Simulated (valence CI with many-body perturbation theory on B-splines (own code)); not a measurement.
## E1 transitions of Ba XXVI

Level of theory: relativistic CI+MBPT: three valence electrons over a frozen Dirac-Fock core [Ar] 3d10, a basis of 11 s, 11 p, 9 d, 7 f, 5 g, 2 h, 1 i functions for each j, with the one-electron correlation potential Σ1, the two-electron term Σ2, the three-electron term Σ3, Breit, model QED; selected CI, second order for the rest (own B-spline code, finite nucleus).

No measured levels were compared; by estimate levels hold to about 250 cm⁻¹ or 0.2 % of their energy and the worst to 1 %, as in measured heavy ions of charge 2 to 7; those with d or f electrons hold less well.

Lines 151 to 200 of 282 in falling wavelength, among levels below 2257000 cm⁻¹, chosen from the strongest by gf and those to the six lowest levels. Wavelengths and rates use the calculated energies, so an error of 2000 cm⁻¹ moves a line at 121.1 Å by 0.24 % and its rate by three times that or more. Electric multipoles are in the length gauge, E1 and E2 with the static RPA response of the core. Weak lines are less certain than strong ones. Lines between different terms over intervals too small for the method are left out, as are lines whose strength nearly cancels. Where a level lies close to another of its J and parity, the split of strength between their lines is uncertain. The highest levels of a list are the least certain.

Levels are named by their leading jj configuration (3d3/2^4 stands for four electrons in 3d with j = 3/2), which in mixed levels can hold well under half, so a name can repeat and another be missing. Letters in brackets count levels of one name in rising energy.

```tsv
λ vac (Å)	Upper	Lower	A (s⁻¹)	log gf	Branch %
121.1	(4s 4p3/2 4d5/2) J=3/2 [c]	(4s 4p3/2^2) J=3/2	6.30e+10	-0.26	16.5
120.6	(4s^2 4d5/2) J=5/2	(4s^2 4p3/2) J=3/2	2.03e+11	0.42	100.0
120.3	(4s 4p3/2 4d5/2) J=3/2 [b]	(4s 4p3/2^2) J=1/2	2.81e+10	-0.61	9.1
120.2	(4s 4p3/2 4d5/2) J=3/2 [c]	(4s 4p3/2^2) J=1/2	1.89e+11	0.21	49.4
120.0	(4s 4p1/2 4d5/2) J=5/2 [a]	(4s 4p1/2 4p3/2) J=3/2 [a]	1.23e+11	0.20	75.6
120.0	(4s 4p3/2 4d5/2) J=5/2 [b]	(4s 4p3/2^2) J=3/2	3.00e+11	0.59	76.1
119.5	(4s 4p1/2 4d3/2) J=3/2 [b]	(4s 4p1/2 4p3/2) J=3/2 [a]	2.34e+10	-0.70	9.3
119.4	(4s 4p1/2 4f5/2) J=5/2 [b]	(4s 4p1/2 4d3/2) J=3/2 [b]	5.26e+10	-0.17	29.1
119.2	(4p1/2 4p3/2 4d5/2) J=5/2 [b]	(4p1/2 4p3/2^2) J=5/2	2.53e+10	-0.49	9.0
119.0	(4s 4p1/2 4d3/2) J=1/2	(4s 4p1/2 4p3/2) J=3/2 [a]	5.21e+09	-1.66	1.6
119.0	(4s^2 4f5/2) J=5/2	(4s^2 4d5/2) J=5/2	2.51e+10	-0.49	7.8
118.7	(4s^2 4f7/2) J=7/2	(4s^2 4d5/2) J=5/2	2.76e+11	0.67	98.4
118.4	(4s 4p1/2 4f7/2) J=9/2	(4s 4p1/2 4d5/2) J=7/2	1.02e+11	0.33	75.1
118.4	(4p1/2 4p3/2 4d5/2) J=5/2 [b]	(4p1/2 4p3/2^2) J=3/2	1.11e+11	0.15	39.6
117.3	(4p3/2^3) J=3/2	(4s 4p1/2 4p3/2) J=5/2	1.48e+07	-3.91	0.0
117.1	(4s 4p1/2 4f7/2) J=7/2 [b]	(4s 4p1/2 4d5/2) J=5/2 [a]	9.79e+10	0.21	41.1
116.9	(4s 4p3/2^2) J=1/2	(4s^2 4p1/2) J=1/2	4.12e+09	-1.77	4.3
116.7	(4s 4p3/2 4d5/2) J=7/2 [a]	(4s 4p3/2^2) J=5/2	6.09e+10	0.00	51.2
116.7	(4s 4p1/2 4f7/2) J=7/2 [b]	(4s 4p1/2 4d5/2) J=7/2	3.24e+10	-0.28	13.6
116.5	(4s 4p1/2 4d5/2) J=5/2 [b]	(4s 4p1/2 4p3/2) J=5/2	1.21e+08	-2.83	0.1
116.1	(4s 4p3/2^2) J=3/2	(4s^2 4p1/2) J=1/2	4.18e+10	-0.47	23.4
115.8	(4p3/2^2 4d3/2) J=7/2	(4s 4p1/2 4d3/2) J=5/2	1.95e+10	-0.50	8.3
115.5	(4s 4p3/2 4d3/2) J=1/2 [a]	(4s 4p1/2 4p3/2) J=3/2 [b]	3.10e+09	-1.91	1.5
115.4	(4s 4p3/2 4d3/2) J=5/2 [a]	(4s 4p1/2 4p3/2) J=3/2 [b]	9.23e+07	-2.96	0.0
115.0	(4s 4p1/2 4d3/2) J=3/2 [a]	(4s 4p1/2^2) J=1/2	1.03e+09	-2.09	5.7
114.9	(4s 4p3/2 4d3/2) J=3/2	(4s 4p1/2 4p3/2) J=3/2 [b]	1.17e+09	-2.03	0.5
114.8	(4s^2 4f5/2) J=5/2	(4s^2 4d3/2) J=3/2	2.86e+11	0.53	89.1
114.4	(4s 4p3/2 4d5/2) J=7/2 [b]	(4s 4p3/2^2) J=5/2	1.80e+11	0.45	73.2
114.2	(4s 4p1/2 4f7/2) J=7/2 [a]	(4s 4p1/2 4d3/2) J=5/2	7.78e+10	0.09	41.4
113.6	(4s 4p1/2 4d5/2) J=3/2	(4s 4p1/2 4p3/2) J=5/2	1.64e+09	-1.90	0.7
113.4	(4p1/2 4p3/2^2) J=1/2	(4s 4p1/2^2) J=1/2	5.43e+08	-2.68	0.5
112.2	(4p3/2^3) J=3/2	(4s 4p1/2 4p3/2) J=3/2 [a]	1.86e+10	-0.85	15.8
111.9	(4s 4p1/2 4f5/2) J=5/2 [a]	(4s 4p1/2 4d3/2) J=3/2 [a]	1.73e+11	0.29	87.5
111.7	(4s 4p1/2 4f5/2) J=5/2 [b]	(4s 4p1/2 4d3/2) J=5/2	7.50e+10	-0.07	41.5
111.5	(4s 4p1/2 4d5/2) J=5/2 [b]	(4s 4p1/2 4p3/2) J=3/2 [a]	4.40e+09	-1.31	3.6
111.4	(4s 4p3/2 4d5/2) J=3/2 [a]	(4s 4p1/2 4p3/2) J=1/2	1.68e+11	0.10	58.9
110.2	(4s 4p1/2 4f7/2) J=7/2 [b]	(4s 4p1/2 4d3/2) J=5/2	5.53e+10	-0.09	23.2
110.1	(4s 4p3/2 4d5/2) J=5/2 [a]	(4s 4p1/2 4p3/2) J=3/2 [b]	4.40e+07	-3.32	0.0
109.3	(4s 4p1/2 4f5/2) J=3/2	(4s 4p1/2 4d3/2) J=3/2 [a]	8.95e+10	-0.19	57.5
108.9	(4s 4p1/2 4d5/2) J=3/2	(4s 4p1/2 4p3/2) J=3/2 [a]	9.57e+09	-1.17	3.9
108.8	(4p1/2 4p3/2 4d5/2) J=3/2 [a]	(4p1/2^2 4p3/2) J=3/2	4.98e+10	-0.45	30.5
108.5	(4p1/2 4p3/2 4d5/2) J=5/2 [a]	(4p1/2^2 4p3/2) J=3/2	4.97e+10	-0.28	31.2
107.8	(4s 4p3/2 4d5/2) J=3/2 [a]	(4s 4p1/2 4p3/2) J=3/2 [b]	4.41e+10	-0.51	15.5
107.7	(4s 4p3/2 4d3/2) J=5/2 [a]	(4s 4p1/2 4p3/2) J=5/2	1.56e+11	0.21	58.5
107.3	(4s 4p3/2 4d3/2) J=3/2	(4s 4p1/2 4p3/2) J=5/2	5.33e+10	-0.43	22.4
107.3	(4p3/2^2 4d3/2) J=1/2	(4p1/2 4p3/2^2) J=3/2	1.49e+11	-0.29	65.9
107.2	(4s 4p3/2 4d3/2) J=7/2	(4s 4p1/2 4p3/2) J=5/2	2.20e+11	0.48	91.6
107.0	(4p3/2^2 4d3/2) J=3/2 [a]	(4p1/2 4p3/2^2) J=5/2	4.08e+10	-0.55	12.3
106.8	(4p3/2^2 4d3/2) J=5/2	(4p1/2 4p3/2^2) J=5/2	1.24e+11	0.10	40.0
106.6	(4p3/2^2 4d3/2) J=3/2 [b]	(4p1/2 4p3/2^2) J=1/2	1.33e+11	-0.04	45.7
```
